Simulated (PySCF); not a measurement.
## Electron correlation in I⁺ (iodine, charge +1)

[Kr] 4d10 5s1 5p4 5d1, one real determinant (an excited configuration). Computed with PySCF 2.14 in dyall-av2z (22s16p12d, 130 functions), with no relativity, point nucleus. Frozen: [Kr] 4d10; 6 electrons correlated; the 62 highest virtual orbitals of each spin left out.

MP2 pair energies summed by pair of shells (mhartree):

| pair | energy | share (%) |
| --- | --- | --- |
| 5p-5p | -46.96 | 84.1 |
| 5s-5p | -4.94 | 8.9 |
| 5p-5d | -3.39 | 6.1 |
| 5s-5d | -0.55 | 1.0 |

Total MP2 correlation energy: -55.84 mhartree.

Same-spin part -13.55 and opposite-spin part -42.29 mhartree; SCS-MP2 scales them by 1/3 and 6/5 to -55.27 mhartree.

The reference is one real determinant that mixes LS terms of this configuration.
